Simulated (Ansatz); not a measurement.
Consider the cleavage of the Si–Al bond: `[AlH2][SiH2][SiH3]` + CH₃NH₂ → `CN[SiH2][SiH3]` + `[AlH3]`.

Calculated with Ansatz (gas phase, PBE0-D4/def2-TZVP geometries, no zero-point term in ΔE). CCSD(T)/CBS adds triple-zeta CCSD(T) − MP2 to the extrapolated MP2 energy (def2 sets, frozen cores). This one scheme is used for every species. Functionals use def2-TZVPP. Each species was taken in one conformer, which may not be the lowest.

| level | ΔE (kJ/mol) | difference from CCSD(T)/CBS |
| --- | --- | --- |
| B97M-V | -26.8 | -5.0 |
| ωB97X-V | -24.2 | -2.4 |
| r2SCANh | -16.3 | 5.5 |
| RPA@PBE/def2-TZVPP | -23.3 | -1.5 |
| HF/def2-TZVPP | -35.1 | -13.3 |
| MP2/def2-TZVPP | -29.7 | -7.9 |
| CCSD(T)/def2-TZVPP | -21.2 | 0.6 |
| MP2/def2-QZVPP | -30.5 | -8.7 |
| HF/CBS(def2) | -36.7 | -14.9 |
| MP2/CBS(def2) | -30.3 | -8.5 |
| CCSD(T)/CBS | -21.8 | 0 |

Largest T1 diagnostic among the species: 0.013.

Leaving LDA and LC-ωPBE aside and taking each functional with its dispersion term where it has one, the values, not all of them listed here, spread over 25.9 kJ/mol, from CAM-B3LYP-D4 to PBE-D4. LDA lies −9.1 kJ/mol from PBE without D4. From BLYP to BHLYP (50 % exact exchange), in def2-TZVPP and without D4, ΔE moves by −10.5 kJ/mol.
